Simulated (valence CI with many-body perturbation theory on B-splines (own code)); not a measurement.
# Forbidden lines of As9+

Level of theory: valence CI with perturbative core correlation (CI+MBPT): six valence electrons over a frozen Dirac-Fock core [Ar], a basis of 7 s, 7 p, 8 d, 6 f, 4 g, 1 h functions for each j, with the one-electron correlation potential Σ1 (screened to all orders), the two-electron term Σ2, the three-electron term Σ3, Breit, model QED; selected single and double excitations, second order for the rest, scaled by the run's own slope (own B-spline code, finite nucleus).

No measured spectrum was set against this ion. As an estimate, terms of the open shell hold to 2 to 4 % of their energy, and close levels can change places. Core correlation moves these levels by up to 5000 cm⁻¹, and in measured spectra 5 to 20 % of such shifts remained as error; rates that hang on mixing are uncertain with them. Among the levels kept, up to 1300 cm⁻¹ of a level comes from second order outside the variational space, and about a tenth of that is noise between levels of different J, which matters for small intervals. The list stops below the first excitations out of the core. Only levels of the ground parity were solved; by the run's estimate the other parity begins above the list, which can be wrong where configurations are misplaced.

Lines 51 to 100 of 120 in falling wavelength, among levels below 541370 cm⁻¹, chosen from the decays that carry over 1 % of a level's rate. Wavelengths and rates use the calculated energies, so an error of 2000 cm⁻¹ moves a line at 2897 Å by 5.8 % and its rate by three times that or more. Electric multipoles are in the length gauge, E1 and E2 with the static RPA response of the core. Weak lines are less certain than strong ones. Lines between different terms over intervals too small for the method are left out, as are lines whose strength nearly cancels. Branching is blank where the lifetime is uncertain.

Names give the largest LS component (configuration and term), which can be under half, so a name can repeat, a term be missing and a line seem to break the LS rules; names also repeat where a configuration has a term twice. Letters in brackets count levels of one name in rising energy.

| λ vac (Å) | Upper | Lower | Type | A (s⁻¹) | Branch % |
| --- | --- | --- | --- | --- | --- |
| 2897 | 3d⁶ ¹F_3 | 3d⁶ ³G_3 | M1 | 2.35e+00 |  |
| 2877 | 3d⁶ ³P_2 [a] | 3d⁶ ⁵D_1 | M1 | 5.78e+00 | 12.3 |
| 2823 | 3d⁶ ¹F_3 | 3d⁶ ³G_4 | M1 | 6.06e+00 |  |
| 2672 | 3d⁶ ³P_0 [b] | 3d⁶ ³D_1 | M1 | 6.02e+00 |  |
| 2649 | 3d⁶ ¹D_2 [a] | 3d⁶ ³P_2 [a] | M1 | 6.08e+00 | 12.6 |
| 2644 | 3d⁶ ³P_2 [a] | 3d⁶ ⁵D_3 | M1 | 4.11e+01 | 87.6 |
| 2621 | 3d⁶ ³P_0 [b] | 3d⁶ ³D_2 | E2 | 7.01e-01 |  |
| 2544 | 3d⁶ ³H_4 | 3d⁶ ⁵D_3 | M1 | 1.83e+00 | 12.7 |
| 2508 | 3d⁶ ³P_1 [b] | 3d⁶ ³D_1 | M1 | 6.12e+00 |  |
| 2478 | 3d⁶ ³F_4 [b] | 3d⁶ ¹G_4 [a] | M1 | 8.25e-01 |  |
| 2401 | 3d⁶ ³H_6 | 3d⁶ ⁵D_4 | E2 | 7.27e-05 | 100.0 |
| 2385 | 3d⁶ ³F_4 [b] | 3d⁶ ³D_3 | M1 | 7.52e+00 |  |
| 2369 | 3d⁶ ³F_2 [a] | 3d⁶ ⁵D_1 | M1 | 3.43e+00 | 24.6 |
| 2368 | 3d⁶ ³F_3 [a] | 3d⁶ ⁵D_2 | M1 | 5.58e+00 | 19.1 |
| 2356 | 3d⁶ ³H_4 | 3d⁶ ⁵D_4 | M1 | 1.26e+01 | 87.4 |
| 2349 | 3d⁶ ¹F_3 | 3d⁶ ³F_2 [a] | M1 | 2.62e-01 |  |
| 2337 | 3d⁶ ³H_5 | 3d⁶ ⁵D_4 | M1 | 3.66e-02 | 51.0 |
| 2331 | 3d⁶ ³P_1 [a] | 3d⁶ ⁵D_0 | M1 | 1.10e+01 | 15.9 |
| 2316 | 3d⁶ ³F_2 [b] | 3d⁶ ³D_2 | M1 | 1.65e+01 | 24.8 |
| 2303 | 3d⁶ ³F_2 [a] | 3d⁶ ⁵D_2 | M1 | 7.94e+00 | 57.0 |
| 2300 | 3d⁶ ³F_4 [a] | 3d⁶ ⁵D_3 | M1 | 4.08e+00 | 13.1 |
| 2285 | 3d⁶ ¹F_3 | 3d⁶ ³F_3 [a] | M1 | 4.11e-01 |  |
| 2269 | 3d⁶ ³F_3 [a] | 3d⁶ ⁵D_3 | M1 | 1.83e+01 | 62.7 |
| 2254 | 3d⁶ ¹F_3 | 3d⁶ ³F_4 [a] | M1 | 3.67e-01 |  |
| 2238 | 3d⁶ ³P_1 [a] | 3d⁶ ⁵D_2 | M1 | 4.31e+01 | 61.9 |
| 2209 | 3d⁶ ³F_2 [a] | 3d⁶ ⁵D_3 | M1 | 2.49e+00 | 17.9 |
| 2196 | 3d⁶ ³P_0 [a] | 3d⁶ ⁵D_1 | M1 | 6.04e+01 | 99.3 |
| 2145 | 3d⁶ ³F_4 [a] | 3d⁶ ⁵D_4 | M1 | 2.51e+01 | 80.5 |
| 2118 | 3d⁶ ³F_3 [a] | 3d⁶ ⁵D_4 | M1 | 4.23e+00 | 14.5 |
| 2060 | 3d⁶ ¹F_3 | 3d⁶ ³H_4 | M1 | 2.75e+00 |  |
| 1999 | 3d⁶ ¹F_3 | 3d⁶ ³P_2 [a] | M1 | 3.05e-01 |  |
| 1943 | 3d⁶ ³G_3 | 3d⁶ ⁵D_2 | M1 | 7.37e-01 | 6.3 |
| 1908 | 3d⁶ ³G_4 | 3d⁶ ⁵D_3 | M1 | 8.36e-01 | 10.7 |
| 1894 | 3d⁶ ³G_5 | 3d⁶ ⁵D_4 | M1 | 1.85e-01 | 2.4 |
| 1875 | 3d⁶ ³G_3 | 3d⁶ ⁵D_3 | M1 | 2.03e+00 | 17.3 |
| 1875 | 3d⁶ ³F_4 [b] | 3d⁶ ³G_4 | M1 | 5.18e+00 |  |
| 1842 | 3d⁶ ³P_0 [b] | 3d⁶ ³P_1 [a] | M1 | 1.15e+01 |  |
| 1800 | 3d⁶ ³G_4 | 3d⁶ ⁵D_4 | M1 | 3.24e+00 | 41.4 |
| 1783 | 3d⁶ ³F_4 [b] | 3d⁶ ³G_5 | M1 | 1.38e+01 |  |
| 1783 | 3d⁶ ³F_4 [b] | 3d⁶ ³G_5 | E2 | 2.32e+00 |  |
| 1771 | 3d⁶ ³G_3 | 3d⁶ ⁵D_4 | M1 | 3.10e-01 | 2.7 |
| 1762 | 3d⁶ ³P_1 [b] | 3d⁶ ³P_1 [a] | E2 | 7.64e-01 |  |
| 1677 | 3d⁶ ³D_2 | 3d⁶ ⁵D_1 | M1 | 5.01e+00 | 22.5 |
| 1673 | 3d⁶ ³D_1 | 3d⁶ ⁵D_0 | M1 | 8.30e+00 | 29.3 |
| 1657 | 3d⁶ ³D_1 | 3d⁶ ⁵D_1 | M1 | 1.31e+01 | 46.4 |
| 1644 | 3d⁶ ³D_2 | 3d⁶ ⁵D_2 | M1 | 9.21e+00 | 41.3 |
| 1625 | 3d⁶ ³D_1 | 3d⁶ ⁵D_2 | M1 | 1.57e+00 | 5.5 |
| 1621 | 3d⁶ ³F_4 [b] | 3d⁶ ³F_3 [a] | M1 | 4.00e+00 |  |
| 1613 | 3d⁶ ³D_3 | 3d⁶ ⁵D_2 | M1 | 2.70e+00 | 7.6 |
| 1606 | 3d⁶ ³F_4 [b] | 3d⁶ ³F_4 [a] | M1 | 2.77e+00 |  |
